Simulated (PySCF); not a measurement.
Species: C7H4F4.
Numbering: `[F:1][c:2]1[cH:3][cH:4][c:5]([C:6]([F:7])([F:8])[F:9])[cH:10][cH:11]1` (hydrogens: H12 on C3; H13 on C4; H14 on C10; H15 on C11)

The same species was optimised twice, with GFN2-xTB and with PBE0-D3(BJ)/def2-SVP (PySCF), and the same property calculations (PySCF, gas phase) were run on both structures.

```csv
coordinate,GFN2-xTB,PBE0-D3(BJ)/def2-SVP,change
F1–C2 (Å),1.342,1.328,-0.014
C6–F8 (Å),1.348,1.339,-0.009
C10–C11 (Å),1.382,1.391,+0.009
C3–C4 (Å),1.382,1.391,+0.009
C4–C5 (Å),1.390,1.396,+0.006
C5–C10 (Å),1.390,1.396,+0.006
C2–C3 (Å),1.385,1.391,+0.006
C2–C11 (Å),1.385,1.390,+0.005
C6–F9 (Å),1.341,1.336,-0.005
C6–F7 (Å),1.341,1.337,-0.004
C5–C6 (Å),1.503,1.503,0.000
C5–C6–F7 (°),112.8,111.6,-1.2
F7–C6–F9 (°),106.6,107.7,+1.1
C5–C6–F9 (°),112.8,111.7,-1.1
C4–C5–C10 (°),120.9,120.0,-0.9
F8–C6–F9 (°),106.1,107.0,+0.9
F7–C6–F8 (°),106.1,106.9,+0.8
C6–C5–C10 (°),119.5,120.1,+0.6
C5–C10–C11 (°),119.7,120.2,+0.5
C4–C5–C6–F7 (°),-30,-33,-3
```

Rotational constants: A = 2863, B = 614.8, C = 554.9 MHz (GFN2-xTB) against A = 2852, B = 614.6, C = 554.2 MHz (PBE0-D3(BJ)/def2-SVP). Atoms that the bonding makes alike are paired by their places after alignment.

On the GFN2-xTB structure: HOMO (eV) -7.90 [PBE0/pcSseg-1]; LUMO (eV) -1.05 [PBE0/pcSseg-1]; dipole (D) 1.42 [PBE0/pcSseg-1]; GIAO shielding of F1 (ppm) 279.9 [PBE0/pcSseg-1]; GIAO shielding of C2 (ppm) 12.2 [PBE0/pcSseg-1]; GIAO shielding of C3/C11 (mean) (ppm) 65.1 [PBE0/pcSseg-1]; GIAO shielding of C4/C10 (mean) (ppm) 52.2 [PBE0/pcSseg-1]; GIAO shielding of C5 (ppm) 53.7 [PBE0/pcSseg-1]; GIAO shielding of C6 (ppm) 53.6 [PBE0/pcSseg-1]; GIAO shielding of F7/F8/F9 (mean) (ppm) 248.2 [PBE0/pcSseg-1].

Question: What do these properties become on the PBE0-D3(BJ)/def2-SVP structure?

Answer: 
| property | level | on GFN2-xTB | on PBE0-D3(BJ)/def2-SVP | change |
| --- | --- | --- | --- | --- |
| HOMO (eV) | PBE0/pcSseg-1 | -7.90 | -7.83 | +0.07 |
| LUMO (eV) | PBE0/pcSseg-1 | -1.05 | -1.05 | 0.00 |
| dipole (D) | PBE0/pcSseg-1 | 1.42 | 1.34 | -0.08 |
| energy, GFN2-xTB geometry as zero (kcal/mol) | PBE0/pcSseg-1 | 0.0 | -0.2 | -0.2 |
| GIAO shielding of F1 (ppm) | PBE0/pcSseg-1 | 279.9 | 281.5 | +1.6 |
| GIAO shielding of C2 (ppm) | PBE0/pcSseg-1 | 12.2 | 12.1 | -0.1 |
| GIAO shielding of C3/C11 (mean) (ppm) | PBE0/pcSseg-1 | 65.1 | 63.5 | -1.6 |
| GIAO shielding of C4/C10 (mean) (ppm) | PBE0/pcSseg-1 | 52.2 | 50.3 | -1.9 |
| GIAO shielding of C5 (ppm) | PBE0/pcSseg-1 | 53.7 | 52.0 | -1.7 |
| GIAO shielding of C6 (ppm) | PBE0/pcSseg-1 | 53.6 | 55.5 | +1.9 |
| GIAO shielding of F7/F8/F9 (mean) (ppm) | PBE0/pcSseg-1 | 248.2 | 253.0 | +4.8 |

The heavy atoms differ by 0.027 Å rms after alignment (one structure mirrored). Among bonds between heavy atoms F1–C2 changes most (-0.014 Å). Changes are differences of the printed values. Neither structure is proved a minimum here.

The values belong to the conformer `[F:1][c:2]1[cH:3][cH:4][c:5]([C:6]([F:7])([F:8])[F:9])[cH:10][cH:11]1`: C4–C5–C6–F7 -33°.
